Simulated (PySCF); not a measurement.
# Radial density of Al (aluminium, neutral)

UHF, [Ne] 3s2 3p1, 2P determinant. All numbers are calculated (PySCF 2.14, the non-relativistic Hamiltonian (point nucleus), in aug-cc-pV(5+d)Z (8s7p6d4f3g2h, 136 functions)).

| r (bohr) | 4πr²ρ (e/bohr) | 4πr²(ρα − ρβ) |
| --- | --- | --- |
| 0.00201 | 0.06728 | 0.0000 |
| 0.00337 | 0.1837 | 0.0000 |
| 0.00567 | 0.4896 | 0.0000 |
| 0.00954 | 1.253 | -0.0001 |
| 0.0161 | 2.994 | -0.0002 |
| 0.0270 | 6.384 | -0.0004 |
| 0.0454 | 11.26 | -0.0003 |
| 0.0764 | 14.55 | 0.0018 |
| 0.128 | 11.99 | 0.0103 |
| 0.216 | 8.464 | 0.0299 |
| 0.363 | 11.87 | 0.0432 |
| 0.611 | 10.68 | 0.0134 |
| 1.03 | 3.061 | 0.0088 |
| 1.73 | 1.129 | 0.1849 |
| 2.91 | 0.9520 | 0.3183 |
| 4.89 | 0.2036 | 0.1196 |
| 8.23 | 0.007850 | 0.0068 |
